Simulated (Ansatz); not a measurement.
A search over several starts for the lowest SCF solution of Ga₃H₉⁻, that is (H2Ga-mu-H)3 with one electron more at the given spin, in a small basis.

```yaml
crystal:
  periodic: [false, false, false]
  atoms:
    - {symbol: Ga, position_ang: [-0.507687, 1.664149, -0.433916]}
    - {symbol: H, position_ang: [0.254350, 3.007518, -0.161763]}
    - {symbol: H, position_ang: [-1.847515, 1.362514, -1.189515]}
    - {symbol: H, position_ang: [0.734315, 0.671616, -1.104519]}
    - {symbol: Ga, position_ang: [0.746766, -1.049067, -1.237757]}
    - {symbol: H, position_ang: [2.246912, -1.406662, -0.954513]}
    - {symbol: H, position_ang: [-0.214210, -1.446588, -2.411213]}
    - {symbol: H, position_ang: [-0.170046, -1.464668, 0.164041]}
    - {symbol: Ga, position_ang: [-0.236499, -0.619667, 1.667160]}
    - {symbol: H, position_ang: [-1.554529, -1.181727, 2.304309]}
    - {symbol: H, position_ang: [1.220336, -0.492560, 2.231528]}
    - {symbol: H, position_ang: [-0.672192, 0.955141, 1.126148]}
basis:
  gaussian: {orbitals: def2-SVP}
total_charge: -1
magnetization: {spin_polarized: true, initial_magnetization: 1}
hamiltonian: {xc: pbe0, dispersion: d4}
output: {orbitals: {seedname: orbitals}}
```

```sh
$ ansatz run in.yaml --threads 2 --pin off --events-out ev --progress --plain --max-ram 4352MiB
```

It prints (some lines left out):

```
Functional definition: PBE0
1434 factors; integrals over basis functions are off by at most 1.3e-3 eV
mean field evaluation 1: about -157236.0677 eV, gradient 2.8e1 eV
mean field evaluation 2: about -157235.6346 eV, gradient 3.4e1 eV
mean field evaluation 4: about -157237.9950 eV, gradient 5.6e-1 eV
mean field evaluation 8: about -157238.0318 eV, gradient 3.7e-2 eV
mean field evaluation 16: about -157238.0321 eV, gradient 4.9e-3 eV
mean field evaluation 32: about -157238.0322 eV, gradient 3.3e-5 eV
mean field evaluation 64: about -157237.9199 eV, gradient 9.7e-2 eV
mean field -157238.03215093 eV, -5778.3911017807 hartree, gradient 9.3e-6 eV, S^2 0.753155; 8 other end points of the search recorded, 0 dependent functions left out
reference -157238.03218956 eV, -5778.3911032001 hartree; 52, 51 occupied and 89, 90 virtual orbitals, 1434 factors
Total energy: -157238.35169041 eV, -5778.4028446399 hartree
```

Hardware: 2 threads of Arm Neoverse V2 on a shared host. Wall time 29 s, peak host memory 0.66 GiB.

The highest occupied level of the charge -1 doublet lies above zero (up to 2.04 eV). Energy differences disagree on whether the electron is bound (positive means bound): -0.14 eV (vertical, against the charge 0 singlet, at PBE0-D4/def2-TZVPD), but 0.06 eV at PBE-D4/def2-TZVPD.
